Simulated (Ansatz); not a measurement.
Molecule: CH$_{3}$F$_{3}$Sn, net charge 0, singlet state. 
Coordinates optimised at B3LYP-D3(BJ)/def2-TZVP (Ansatz, a first-principles code):
```
Sn
F 1 1.9125
F 1 1.9125 2 104.39
F 1 1.9125 2 104.39 3 109.31
C 1 2.1236 2 114.17 3 -125.34
H 5 1.0869 1 108.14 2 60.00
H 5 1.0869 6 110.77 1 118.34
H 5 1.0869 6 110.77 7 123.32
```

Basis-set convergence of Hartree-Fock and MP2 correlation energies (hartree) with Ansatz. Correlated levels leave the core frozen unless marked. No spin-orbit coupling. Frozen are the shells of the preceding noble gas and the d and f shells that filled before the atom's block. In def2 rows, elements after Kr have scalar-relativistic effective core potentials.

| basis | functions | E(HF) | E(corr, MP2) |
|---|---|---|---|
| def2-SVP | 97 | -551.08493 | -0.79397 |
| def2-TZVPP | 216 | -551.53782 | -1.04480 |
| def2-QZVPP | 400 | -551.55865 | -1.13913 |

Extrapolating the two largest sets (X = 3 and 4) as X^-3: E(corr) = (64·(-1.13913) - 27·(-1.04480))/37 = -1.2080 Eh, an estimate of the basis-set limit. The largest set recovers 94.3 % of it, the smallest 65.7 %.
